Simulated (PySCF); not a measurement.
C₆ coefficients of unlike pairs at revPBE

Calculated with PySCF 2.14 from the dipole response of each species, C₆(A,B) = (3/π) ∫ α_A(iu) α_B(iu) du, in atomic units, from isotropic polarisabilities. For ions this is the dispersion term alone; charge-induced terms of lower order in 1/R come first.

```tsv
species	configuration	basis	relativity	α (bohr³)	C₆ (like pair)
Ne³⁺	[He] 2s2 2p3 (4S)	dyall-acv3z (15s9p4d2f)	spin-free X2C	0.6899	0.6115
Re⁺	[Xe] 4f14 5d5 6s1 (7S)	aug-cc-pVTZ-PP with ECP60MDF (6s6p5d3f2g)	core potential	30.34	256.4
Mo³⁺	[Kr] 4d3 (4F)	aug-cc-pVTZ-PP with one added diffuse shell each of s, p, d, f, g type with ECP28MDF (7s7p6d4f3g)	core potential	5.922	26.30
Re³⁺	[Xe] 4f14 5d4 (5D)	aug-cc-pVTZ-PP with ECP60MDF (6s6p5d3f2g)	core potential	7.464	38.80
```

(1) Estimate C₆ for Re³⁺ with Mo³⁺.

No spin-orbit coupling is included.

The other pairs:

| pair | C₆ |
| --- | --- |
| Re³⁺, Re⁺ | 93.20 |
| Mo³⁺, Ne³⁺ | 3.865 |
| Re³⁺, Ne³⁺ | 4.675 |
| Mo³⁺, Re⁺ | 75.98 |
| Re⁺, Ne³⁺ | 10.33 |

Results:

(1) The integral gives 31.93. The combination rule 2 C_A C_B / (C_A α_B/α_A + C_B α_A/α_B) gives 31.92 and the geometric mean 31.94.
